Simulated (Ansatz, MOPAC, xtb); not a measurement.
Spectroscopic constants of BeAl-, multiplicity 3 (lowest of 2S+1 = 1, 3 at CCSD(T)/def2-TZVPP on PBE0 minima; our sources give no spin for the ground state, which may be another).

The constants come from a fifth-degree fit in 1/R (seven points, main isotopes). In def2 and cc sets the state is the lowest found near the PBE0 minimum, followed along R.

Programs: Ansatz (Gaussian orbitals); MOPAC for PM3 (differences of heats of formation); xtb for the GFN methods. Values without a source in brackets are computed. The GFN methods have no spin term and hold the electronic entropy of 300 K.

| level | r_e (Å) | ω_e (cm⁻¹) | ω_e x_e (cm⁻¹) | B_e (cm⁻¹) |
|---|---|---|---|---|
| PM3 | 2.315 | 463 | 8.9 | 0.466 |
| GFN1-xTB | 2.305 | 464 | 1.2 | 0.470 |
| SVWN5/def2-TZVPP | 2.273 | 474 | 4.1 | 0.483 |
| PBE/def2-TZVPP | 2.301 | 459 | 4.2 | 0.471 |
| B97M-V/def2-TZVPP | 2.290 | 468 | 3.9 | 0.476 |
| B3LYP/def2-TZVPP | 2.302 | 442 | 4.9 | 0.471 |
| PBE0/def2-TZVPP | 2.294 | 460 | 4.3 | 0.474 |
| wB97M-V/def2-TZVPP | 2.328 | 415 | 5.2 | 0.460 |
| CCSD/aug-cc-pV(T+d)Z | 2.328 | 428 | 5.5 | 0.460 |
| CCSD/def2-TZVPP | 2.322 | 437 | 5.3 | 0.463 |
| CCSD/aug-cc-pV(Q+d)Z | 2.319 | 433 | 5.5 | 0.464 |
| CCSD/def2-QZVPP | 2.308 | 440 | 5.5 | 0.469 |
| CCSD(T)/aug-cc-pV(T+d)Z | 2.316 | 448 | 4.7 | 0.465 |
| CCSD(T)/def2-TZVPP | 2.313 | 455 | 4.6 | 0.467 |
| CCSD(T)/aug-cc-pV(Q+d)Z | 2.307 | 453 | 4.7 | 0.469 |
| CCSD(T)/def2-QZVPP | 2.297 | 459 | 4.7 | 0.473 |
| CCSD(T)/CBS(aug-cc-pV(T+d)Z, aug-cc-pV(Q+d)Z) | 2.304 | 456 | 4.6 | 0.470 |

Correlated levels freeze the inner cores; with def2 sets outer-core shells near the valence are correlated too. CBS: X⁻³ extrapolation of the correlation energy, Hartree–Fock from the larger set. The state that PM3 reach isn't checked.

Doubts at one or more of the structures used: a spin-contaminated determinant (PBE0/def2-TZVPP).

Ansatz is a first-principles code.
